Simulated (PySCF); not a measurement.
F2H3NOSn, SMILES [NH2][Sn]([OH])([F])[F]. The structure is a stationary point at PBE0-D3(BJ)/def2-SVP. The structure was generated by enumeration; whether it is a known compound was not checked. The def2 effective core potentials stand for the cores of Sn; spin–orbit coupling is left out. One conformer was computed; it need not be the lowest.

Computed equilibrium geometry at PBE0-D3(BJ)/def2-SVP (PySCF confirms it by a frequency run) as a Z-matrix (one conformer of several):
```
Sn
F 1 1.9231
F 1 1.9270 2 102.05
O 1 1.9558 2 106.31 3 -117.44
H 4 0.9659 1 111.76 2 29.51
N 1 1.9986 2 113.26 3 118.81
H 6 1.0188 1 112.05 2 -109.22
H 6 1.0189 7 108.82 1 124.09
```
Charge 0, spin multiplicity 1.
